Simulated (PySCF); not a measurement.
A geometry optimisation on `F[C@H]([SiH3])[SiH2][SeH]`.

Computed with PBE0-D3(BJ)/def2-SVP geometry optimisation, gas phase (PySCF 2.14.0). Start geometry: GFN2-xTB. A driver script takes a list of jobs; this job's settings line and coordinates (Å) are shown.

Input:
```
{"job": {"xc": "PBE0", "basis": "def2-SVP", "d3": "d3bj", "grid": 1, "maxiter": 30, "shake": 0.01, "kind": "geom"}, "charge": 0, "multiplicity": 1}
F      0.665120     1.974730    -0.360260
C      0.256260     0.766830     0.181630
Si     1.751650    -0.422280     0.051090
Si    -1.324140     0.247120    -0.697620
Se    -2.196490    -1.588360     0.392820
H      0.050060     0.995150     1.236190
H      2.051620    -0.642040    -1.358840
H      1.406460    -1.644580     0.744710
H      2.894100     0.247880     0.735930
H     -1.110580    -0.229380    -2.039860
H     -2.346270     1.324970    -0.634780
H     -2.058100    -1.058320     1.739960
```

**Question.** What does the run print?

**Answer.** 
```
step   0  E = -3121.44609300  max force = 0.026959
step   1  E = -3121.45053655  max force = 0.007935
step   2  E = -3121.45119861  max force = 0.002387
step   3  E = -3121.45129207  max force = 0.000646
step   4  E = -3121.45134893  max force = 0.000708
step   5  E = -3121.45140024  max force = 0.000985
step   6  E = -3121.45143935  max force = 0.000742
step   7  E = -3121.45145446  max force = 0.000423
step   8  E = -3121.45146226  max force = 0.000256
optimisation converged
```

Energies in Eh; «max force» is the largest Cartesian gradient component in Eh/bohr.

**Question.** How much energy does the optimisation release, in eV?

**Answer.** E(step 0) − E(last step) = 0.005369 Eh, which is 0.146 eV.

**Question.** Give the first gradient maximum in eV/Å.

**Answer.** With 1 Eh/bohr = 51.422 eV/Å, 1.386 eV/Å.

In short: final energy -3121.45146 Eh after 8 steps; dipole 1.24 D.

**Question.** Give the final coordinates.

**Answer.** 0.168 Å rms from the input after alignment:
```
atom  x, y, z in Å
F1     0.9783    1.8478   -0.6066
C2     0.4835    0.7040    0.0334
Si3    1.8108   -0.6581   -0.0799
Si4   -1.1902    0.3089   -0.7750
Se5   -2.1746   -1.5014    0.2090
H6     0.3141    0.9462    1.1002
H7     1.9784   -1.0623   -1.5071
H8     1.4050   -1.8386    0.7364
H9     3.0988   -0.1046    0.4317
H10   -0.9822   -0.0828   -2.1979
H11   -2.0645    1.5144   -0.6914
H12   -2.4666   -0.7649    1.4496
```

**Question.** How long does this job take on Arm Neoverse V2, one thread, shared host with 96 logical CPUs at a one-minute load of 19? And the peak memory of the process?

**Answer.** About 58 s, with 0.56 GiB resident at the peak, the Python interpreter and its libraries included.
Labels such as C1 count atoms from 1, the log's own numbers from 0.
